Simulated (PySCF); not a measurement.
Coordinates in bohr (charge 0 multiplicity 2):
```
Ta   -0.1227    0.0000   -0.3530
F     0.6769    0.0000   -3.7713
Cl    0.4058    0.0000    3.8892
```

All numbers come from UPBE0/[Ta def2-TZVP with ECP60, F def2-TZVP, Cl def2-TZVP], scalar-relativistic core potentials, density fitting, no spin–orbit coupling, PySCF.

This geometry of TaFCl is a stationary point at this level.

(1) What is the point group?

(2) Is it a minimum?

(3) List the harmonic modes with their infrared intensities.

(4) What are the dipole moment and the gap between the highest occupied and lowest empty levels of either spin?

(5) What is the atomisation energy, with and without zero-point energy?

## Answers

(1) Cs.

(2) Yes: all harmonic wavenumbers are real, though the softest, 55 cm⁻¹, leaves little margin.

(3) 
```tsv
symmetry	ω (cm⁻¹)	IR (km/mol)
a'	55	1.0
a'	407	49.1
a'	689	116
```

(4) 0.42 D and 2.46 eV.

(5) 1044 kJ/mol without, 1037 kJ/mol with.

Only a few start shapes were tried, so a lower isomer may exist. With open d or f shells other occupations or spin states may lie lower. At this level a quartet minimum of C∞v symmetry lies 54 kJ/mol below this structure. No spin–orbit coupling is included, which matters more the heavier the element.
